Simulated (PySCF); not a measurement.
Broadened absorption spectrum of C6H3F3

Species: C6H3F3.
SMILES: `Fc1ccc(F)c(F)c1`

Method used: TDDFT PBE0/def2-SVPD, vertical, gas phase, core orbitals frozen in the response (PySCF 2.14.0, density-fitted response routines). Isolated species at its GFN2-xTB geometry, gas phase.

Broadening: Gaussians 0.3 eV wide at half height, area fixed by f = 4.319×10⁻⁹ ∫ε dν̃. The width is an assumption, not a result. The curve ends short of the highest state used, and states not computed would add to its high-energy end.

```json
{"λ (nm)": "175.8", "ε (L mol⁻¹ cm⁻¹)": "50194"}
{"λ (nm)": "178.1", "ε (L mol⁻¹ cm⁻¹)": "24422"}
{"λ (nm)": "180.3", "ε (L mol⁻¹ cm⁻¹)": "8396"}
{"λ (nm)": "182.6", "ε (L mol⁻¹ cm⁻¹)": "1956"}
{"λ (nm)": "184.8", "ε (L mol⁻¹ cm⁻¹)": "476"}
{"λ (nm)": "187.0", "ε (L mol⁻¹ cm⁻¹)": "185"}
{"λ (nm)": "189.3", "ε (L mol⁻¹ cm⁻¹)": "89"}
{"λ (nm)": "191.5", "ε (L mol⁻¹ cm⁻¹)": "52"}
{"λ (nm)": "193.8", "ε (L mol⁻¹ cm⁻¹)": "61"}
{"λ (nm)": "196.0", "ε (L mol⁻¹ cm⁻¹)": "95"}
{"λ (nm)": "198.2", "ε (L mol⁻¹ cm⁻¹)": "121"}
{"λ (nm)": "200.5", "ε (L mol⁻¹ cm⁻¹)": "115"}
{"λ (nm)": "202.7", "ε (L mol⁻¹ cm⁻¹)": "82"}
{"λ (nm)": "205.0", "ε (L mol⁻¹ cm⁻¹)": "44"}
{"λ (nm)": "207.2", "ε (L mol⁻¹ cm⁻¹)": "19"}
{"λ (nm)": "209.5", "ε (L mol⁻¹ cm⁻¹)": "6"}
{"λ (nm)": "211.7", "ε (L mol⁻¹ cm⁻¹)": "2"}
{"λ (nm)": "213.9", "ε (L mol⁻¹ cm⁻¹)": "4"}
{"λ (nm)": "216.2", "ε (L mol⁻¹ cm⁻¹)": "17"}
{"λ (nm)": "218.4", "ε (L mol⁻¹ cm⁻¹)": "65"}
{"λ (nm)": "220.7", "ε (L mol⁻¹ cm⁻¹)": "210"}
{"λ (nm)": "222.9", "ε (L mol⁻¹ cm⁻¹)": "517"}
{"λ (nm)": "225.1", "ε (L mol⁻¹ cm⁻¹)": "1041"}
{"λ (nm)": "227.4", "ε (L mol⁻¹ cm⁻¹)": "1766"}
{"λ (nm)": "229.6", "ε (L mol⁻¹ cm⁻¹)": "2436"}
{"λ (nm)": "231.9", "ε (L mol⁻¹ cm⁻¹)": "2846"}
{"λ (nm)": "234.1", "ε (L mol⁻¹ cm⁻¹)": "2804"}
{"λ (nm)": "236.3", "ε (L mol⁻¹ cm⁻¹)": "2376"}
{"λ (nm)": "238.6", "ε (L mol⁻¹ cm⁻¹)": "1716"}
{"λ (nm)": "240.8", "ε (L mol⁻¹ cm⁻¹)": "1095"}
{"λ (nm)": "243.1", "ε (L mol⁻¹ cm⁻¹)": "598"}
{"λ (nm)": "245.3", "ε (L mol⁻¹ cm⁻¹)": "297"}
{"λ (nm)": "247.5", "ε (L mol⁻¹ cm⁻¹)": "131"}
{"λ (nm)": "249.8", "ε (L mol⁻¹ cm⁻¹)": "50"}
{"λ (nm)": "252.0", "ε (L mol⁻¹ cm⁻¹)": "18"}
{"λ (nm)": "254.3", "ε (L mol⁻¹ cm⁻¹)": "6"}
```

(1) Locate the maxima and give the states behind the curve.

(2) On this curve, what absorbance would a 10⁻³ mol/L sample give at 193 nm over a 1 cm path?

(3) Coming from long wavelengths, where does ε first pass 100 L mol⁻¹ cm⁻¹?

## Answers

(1) 233 nm (5.33 eV), ε about 2900, made up of S1 (100%); 199 nm (6.23 eV), ε about 120, made up of S2 (100%) (ε in L mol⁻¹ cm⁻¹; maxima over ε = 5, shares over 10%). At its high-energy end, 7.05 eV, the curve is still rising (ε about 49000, from S4 and S6). The states used: S1 5.33 eV (f 0.032); S2 6.23 eV (f 0.0014); S3 6.72 eV (f 0.0021); S4 7.12 eV (f 0.539); S5 7.28 eV (f 0.0016); S6 7.30 eV (f 0.539); S7 7.39 eV (f 0.0019); S8 7.65 eV (f 0.0086).

(2) 193 nm is 6.424 eV, where ε is about 53 L mol⁻¹ cm⁻¹, so A = ε c l ≈ 0.053 (Beer–Lambert, with the gas-phase spectrum and the assumed width).

(3) At about 248 nm (5.00 eV), 0.33 eV below S1.
